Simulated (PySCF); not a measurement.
3-methylenecyclobutanecarbonitrile, C6H7N.
SMILES: `C=C1CC(C#N)C1`

The closed-shell SCF was solved with PySCF and density fitting under several settings on one GFN2-xTB geometry (grid level 2 and gas phase unless stated).

```
      settings  basis functions  SCF cycles     E (Eh)  HOMO (eV)  LUMO (eV)  dipole (D)
 PBE0/pcSseg-1              154          14  -287.1541      -7.65      -0.30        3.95
PBE0/def2-SVPD              196          14  -286.9927      -7.66      -0.37        4.00
    PBE0/6-31G               77          14  -287.1069      -7.39       0.22        3.87
```

Problem. Estimate the rows for these settings: (1) PW91/pcSseg-1; (2) PBE0/6-31G-J, start guess vsap, level shift 0.3 Eh; (3) B3LYP/pcSseg-1.

Solution. 
```csv
settings,basis functions,SCF cycles,E (Eh),HOMO (eV),LUMO (eV),dipole (D)
PW91/pcSseg-1,154,16,-287.3853,-6.54,-1.34,3.84
"PBE0/6-31G-J, start guess vsap, level shift 0.3 Eh",112,14,-287.1549,-7.44,0.16,3.88
B3LYP/pcSseg-1,154,14,-287.5083,-7.42,-0.52,3.92
```

Problem. Over all rows, what range does the HOMO–LUMO gap span?

Solution. From 5.20 eV (PW91/pcSseg-1) to 7.61 eV (PBE0/6-31G). The functional of the narrowest has no exact exchange, that of the widest 25 % exact exchange.

Problem. And the dipole moment?

Solution. From 3.84 D (PW91/pcSseg-1) to 4.00 D (PBE0/def2-SVPD); the largest is 1.04 times the smallest, and the median is 3.90 D.

Problem. Compare two rows with the functional PBE0: PBE0/6-31G and PBE0/def2-SVPD. Which energy is lower, and by how much?

Solution. PBE0/6-31G (77 functions) lies 0.1142 Eh or 72 kcal/mol below PBE0/def2-SVPD (196 functions). The smaller set gives the lower energy; the two sets aren't nested, so the variational bound doesn't order them by size.

Cycle counts include a coarse-grid stage where the run had one.
